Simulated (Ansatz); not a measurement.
**A barrier at the coupled-cluster level**

Start structure (BAsNH$_{7}$, singlet), relaxed at PBE0-D4/def2-TZVP:

```xyz
10
angstrom
B 0.3841 0.8320 -1.4332
N -0.4788 1.4381 -0.5318
H 1.5588 1.0400 -1.3404
H -0.0705 0.1241 -2.2842
H 0.5686 -0.6449 2.0114
As 0.4055 -1.7258 0.9536
H -1.4770 1.3163 -0.5566
H -0.1674 2.0519 0.2018
H -1.1103 -1.6007 0.9760
H 0.3871 -2.8312 2.0034
```

The step: BNH₄ ([BH2][NH2]) + AsH₃ → BAsH₄ ([BH2][AsH2]) + NH₃ (still joined by a long B–N bond); bonds formed: B1–As6, N2–H5; bonds broken: H5–As6; bonds weakened to dative contacts: B1–N2. Computed with Ansatz 0.2.0 (basis: def2-TZVPP and def2-QZVPP); correlated methods freeze the cores. Filled d shells of the heavier atoms are correlated. The def2 sets are not built for correlating such inner shells, so the correlated values are less sure here. Extrapolation: Hartree–Fock as exp(−7.88 √X), correlation as X^−2.97. Energies below are by CCSD(T) at an estimated basis limit (MP2 extrapolated from triple and quadruple zeta, plus CCSD(T) − MP2 in triple zeta).

Question: What are the electronic barrier and the energy of the step, from the start structure to the end structure? (An estimate is asked for; the value comes from the calculation.)

Answer: The calculation gives: Barrier 1.731 eV; step energy -0.046 eV (downhill); reverse barrier, their difference, 1.777 eV. Barrier and step energy count from the start structure, the reverse barrier from the end structure.

The saddle point: One imaginary mode of 1263i cm⁻¹.
```
  pair  start (Å)  saddle (Å)  end (Å)
B1–As6       3.50        2.33     2.07
 N2–H5       3.45        1.41     1.02
 B1–N2       1.39        1.53     1.62
H5–As6       1.52        1.82     3.15
```

Zero-point energy (harmonic, PBE0-D4): ZPE is 1.936 eV at the start and 1.905 eV at the saddle, so the barrier goes from 1.731 to 1.700 eV.

No T1 diagnostic of these runs exceeds 0.012.

Labels in which every atom is bracketed show which atoms are joined, not bond orders.

For scale, one of the runs: CCSD(T)/def2-TZVPP, 208 basis functions, launched by `ansatz run in.yaml --threads 4 --pin off --events-out ev --progress --plain --max-ram 9574MiB`. Time: 67 s of wall clock on 4 CPU threads of an Arm Neoverse V2; the host was shared. Peak host memory: 2.9 GiB.
